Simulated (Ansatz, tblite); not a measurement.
Forces on Na8F8 (relaxed from a model of 2x2x4 NaF rock-salt block, whose bonding it doesn't keep) at its r2SCAN-D4/def2-SVP geometry. Charge 0, multiplicity 1.

The xTB rows come from tblite.

GFN2-xTB (tblite), largest force 0.46 eV/Å:

```xyz
16
positions Å, forces eV/Å
Na    0.928    0.951    3.264   -0.247    0.040   -0.364
F     1.153   -0.281    1.533   -0.047   -0.001   -0.076
Na    1.250   -1.417   -0.282   -0.091    0.107    0.018
F     1.329   -2.552   -2.100   -0.278    0.350    0.122
F     0.816    2.739    2.126   -0.210   -0.392   -0.127
Na    0.974    1.616    0.306   -0.076   -0.119   -0.021
F     1.128    0.477   -1.503   -0.045   -0.011    0.078
Na    1.155   -0.768   -3.239   -0.245   -0.082    0.357
F    -1.186    0.752    3.274    0.245    0.059   -0.388
Na   -1.097   -0.449    1.499    0.085    0.035   -0.109
F    -1.006   -1.633   -0.285    0.038    0.078    0.026
Na   -0.788   -2.699   -2.124    0.215    0.373    0.094
Na   -1.295    2.517    2.099    0.278   -0.332   -0.088
F    -1.275    1.437    0.256    0.054   -0.066   -0.028
Na   -1.126    0.250   -1.523    0.083   -0.021    0.113
F    -0.959   -0.939   -3.300    0.243   -0.017    0.394
```

PBE-D4/def2-SVP (Ansatz), largest force 0.22 eV/Å:

```
Na 0.104 -0.016 0.153
F 0.149 -0.103 0.056
Na 0.091 -0.075 0.055
F 0.146 -0.155 -0.015
F 0.117 0.180 0.018
Na 0.091 0.079 -0.044
F 0.115 0.136 -0.061
Na 0.104 0.034 -0.151
F -0.129 -0.066 0.160
Na -0.092 -0.078 0.045
F -0.117 -0.118 0.088
Na -0.090 -0.158 -0.041
Na -0.117 0.140 0.037
F -0.147 0.084 -0.085
Na -0.091 0.076 -0.055
F -0.134 0.041 -0.161
```

r2SCAN-D4/def2-SVP (Ansatz), largest force 0.04 eV/Å:

```
Na 0.016 0.002 0.033
F 0.003 0.004 -0.012
Na -0.004 -0.010 0.002
F 0.003 0.008 0.016
F 0.005 -0.005 -0.017
Na 0.008 -0.001 0.008
F -0.012 0.005 0.005
Na 0.018 -0.001 -0.033
F -0.002 -0.014 -0.012
Na -0.009 0.007 0.001
F 0.011 0.003 0.008
Na -0.014 -0.031 -0.015
Na -0.019 0.028 0.014
F -0.003 -0.013 -0.002
Na 0.005 0.007 -0.008
F -0.005 0.011 0.013
```
